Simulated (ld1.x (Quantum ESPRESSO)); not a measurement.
Cutoff test, Hg (Z = 80), TM semilocal

* Element: Hg (Z = 80)
* Generator: ld1.x (Quantum ESPRESSO) 7.5
* Type: norm-conserving Troullier–Martins (semilocal form)
* Functional: LDA (PZ)
* Relativity: scalar-relativistic
* Frozen core: [Xe] 4f14
* Valence charge: 12
* Reference configuration: 5d10 6s2 6p0
* Partial waves: 6s (bound): rc 2.50 bohr; 5d (bound): rc 2.22 bohr; 6p (bound, empty): rc 2.90 bohr
* Local potential: the p channel
* Core correction: none

The pseudo-atom Hamiltonian at the reference potential is diagonalised in spherical Bessel functions j_l(qr) that vanish at 20 bohr, with q² up to the cutoff. All-electron valence levels (Ry): 6s -0.5244, 5d -0.7400, 6p -0.0874.

How do the lowest levels (Ry) of each channel move with the cutoff, and are there ghosts?

```json
{"cutoff (Ry)": "8", "s #1": "-0.5180", "s #2": "0.0111", "d #1": "0.0303", "p #1": "-0.0867", "p #2": "0.0544", "Σ f·Δε (mRy)": "7716.5"}
{"cutoff (Ry)": "15", "s #1": "-0.5206", "s #2": "0.0110", "d #1": "-0.3182", "p #1": "-0.0872", "p #2": "0.0543", "Σ f·Δε (mRy)": "4225.4"}
{"cutoff (Ry)": "25", "s #1": "-0.5241", "s #2": "0.0108", "d #1": "-0.6619", "p #1": "-0.0873", "p #2": "0.0543", "Σ f·Δε (mRy)": "781.8"}
{"cutoff (Ry)": "40", "s #1": "-0.5244", "s #2": "0.0107", "d #1": "-0.7390", "p #1": "-0.0873", "p #2": "0.0543", "Σ f·Δε (mRy)": "9.7"}
{"cutoff (Ry)": "55", "s #1": "-0.5244", "s #2": "0.0107", "d #1": "-0.7399", "p #1": "-0.0873", "p #2": "0.0543", "Σ f·Δε (mRy)": "1.2"}
{"cutoff (Ry)": "80", "s #1": "-0.5244", "s #2": "0.0107", "d #1": "-0.7400", "p #1": "-0.0873", "p #2": "0.0543", "Σ f·Δε (mRy)": "0.2"}
{"cutoff (Ry)": "400", "s #1": "-0.5244", "s #2": "0.0107", "d #1": "-0.7400", "p #1": "-0.0873", "p #2": "0.0543", "Σ f·Δε (mRy)": "0.0"}
```

Result: no extra level below or beside the all-electron valence levels (s, d, p tested); the semilocal form is local in each channel, so this says nothing of the separable form that plane-wave codes build from it; 10 mRy is reached at 40 Ry and 1 mRy at 60 Ry.
